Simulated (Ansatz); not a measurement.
The same redistribution along the group B, Al, In.

Program: Ansatz. Geometries: PBE0-D4/def2-TZVP. ΔE: electronic, gas phase. CCSD(T)/CBS is the MP2 limit (def2-TZVPP, def2-QZVPP) plus CCSD(T) − MP2 in def2-TZVPP, frozen cores. Functionals use def2-TZVPP. Elements past krypton have def2 core potentials. For I, In outer-core shells are correlated without core-valence functions, which leaves a few kJ/mol of doubt a bond. One conformer a species, not always the lowest.

```json
{"reaction": "`BI` + `FC[SiH2]CF` → `FCBI` + `FC[SiH3]`", "CCSD(T)/CBS(def2) (kJ/mol)": "?"}
{"reaction": "`[AlH2][I]` + `FC[SiH2]CF` → `F[CH2][AlH][I]` + `FC[SiH3]`", "CCSD(T)/CBS(def2) (kJ/mol)": "4"}
{"reaction": "`[InH2][I]` + `FC[SiH2]CF` → `F[CH2][InH][I]` + `FC[SiH3]`", "CCSD(T)/CBS(def2) (kJ/mol)": "12"}
```

Q: Fill in the missing values. (An estimate is asked.)

A: The calculation gave: `BI` + `FC[SiH2]CF` → `FCBI` + `FC[SiH3]`: -21.3 kJ/mol.

Largest T1 diagnostic: 0.012, for `BI`.
